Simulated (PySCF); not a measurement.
SMILES [NH3+]C=O (CH4NO (cation, charge +1)), B3LYP/def2-SVP optimised geometry.

```
7

N      0.11    -0.74     0.00
C     -0.47     0.72     0.00
O     -1.14     1.05     0.89
H     -0.20    -1.28    -0.83
H      1.14    -0.74     0.00
H     -0.22    -1.24     0.85
H     -0.14     1.28    -0.90
```

Density from B3LYP/def2-TZVP in PySCF at that geometry.

Minimum of the electron density along straight lines between bonded atoms, close to the bond critical point (lines longer than 1.1 times the sum of covalent radii, or with two minima, are not listed):

```tsv
bond	length / Å	ρ at the minimum / e bohr⁻³	∇²ρ there / e bohr⁻⁵	position (fraction from the first atom)
N1–C2	1.572	0.209	-0.37	0.58
C2–O3	1.168	0.466	0.21	0.34
N1–H4	1.034	0.321	-1.70	0.75
N1–H5	1.035	0.321	-1.70	0.75
N1–H6	1.034	0.322	-1.74	0.76
C2–H7	1.108	0.282	-1.04	0.68
```
